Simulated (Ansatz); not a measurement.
`CNB(C)[SiH3]` → `CB[SiH3]` + `C=N` at 700 K and 1 bar (β-hydride elimination).

Gas-phase electronic energies from Ansatz, PBE0-D4/def2-TZVP geometries. CCSD(T)/CBS is the MP2 limit (def2-TZVPP, def2-QZVPP) plus CCSD(T) − MP2 in def2-TZVPP, frozen cores. This one scheme is used for every species. One conformer a species, not always the lowest.

```
       species  CCSD(T)/CBS energy (Eh)  H − E (kJ/mol)  S (J/(mol·K))
`CNB(C)[SiH3]`               -450.73419           416.1          524.6
    `CB[SiH3]`               -356.10570           258.6          419.3
         `C=N`                -94.52360           135.6          268.6
```

H − E and S are ideal-gas, rigid-rotor, harmonic terms from PBE0-D4/def2-TZVP, for one conformer and one mirror image of each species. 1 Eh = 2625.50 kJ/mol, R = 8.31446 J/(mol·K).

**Question.** By hand: ΔE, ΔH, ΔS and ΔG.

**Answer.** ΔE = (-356.10570) + (-94.52360) − (-450.73419) = 0.10489 Eh = 275.4 kJ/mol. Δ(H − E) = 258.6 + 135.6 − 416.1 = -21.9, so ΔH = 253.5 kJ/mol. ΔS = 419.3 + 268.6 − 524.6 = 163.3 J/(mol·K). ΔG = 253.5 − 700 × (163.3)/1000 = 139.2 kJ/mol.

**Question.** By hand: the equilibrium constant, and the temperature at which ΔG would vanish if ΔH and ΔS stayed fixed.

**Answer.** log₁₀ K = −ΔG/(RT ln 10) = -10.4. ΔG = 0 at ΔH/ΔS = 1552 K.

The number of gas molecules changes by +1, which sets the sign of ΔS. A doubt of 5 kJ/mol in ΔE shifts log₁₀ K by 0.4 here. Other conformers and mirror images would add mixing entropy, several J/(mol·K) or more a flexible species. Modes under 60 cm⁻¹, often nearly free rotors, make the harmonic entropy too high. These are equilibria of isolated gas molecules and say nothing of rates. Largest T1 diagnostic: 0.013 (customary marks: 0.02 for closed shells, 0.045 for open ones).
